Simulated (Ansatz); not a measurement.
Consider the formal exchange of groups at the Se–C bond: `O=C([SeH])O[SiH3]` + `[CH2]1[AlH][SiH2]1` → `[SeH][SiH]1[CH2][AlH]1` + `O=CO[SiH3]`.

Gas-phase electronic energies from Ansatz, PBE0-D4/def2-TZVP geometries. CCSD(T)/CBS is the MP2 limit (def2-TZVPP, def2-QZVPP) plus CCSD(T) − MP2 in def2-TZVPP, frozen cores. DFT in def2-TZVPP. For Se outer-core shells are correlated without core-valence functions, which leaves a few kJ/mol of doubt a bond. Scalar relativity is left out up to krypton. Each species was taken in one conformer, which may not be the lowest.

| level | ΔE (kJ/mol) |
| --- | --- |
| r2SCAN-D4 | -88.0 |
| MP2/def2-TZVPP | -95.4 |
| CCSD/def2-TZVPP | -92.9 |
| SCS-MP2/def2-QZVPP | -96.1 |

Question: What does CCSD(T)/CBS give? (Estimate.)

Answer: The calculation gave: -96.7 kJ/mol. The listed levels differ from it by 8.7, 1.3, 3.8, 0.6 kJ/mol.

Largest T1 diagnostic among the species: 0.016.

In def2-TZVPP, CCSD(T) changes the Hartree–Fock value by +7.5 kJ/mol (the triples alone add +1.5 kJ/mol) and MP2 by +3.5 kJ/mol. From PBE to PBE0 (25 % exact exchange), in def2-TZVPP and without D4, ΔE moves by −5.6 kJ/mol.
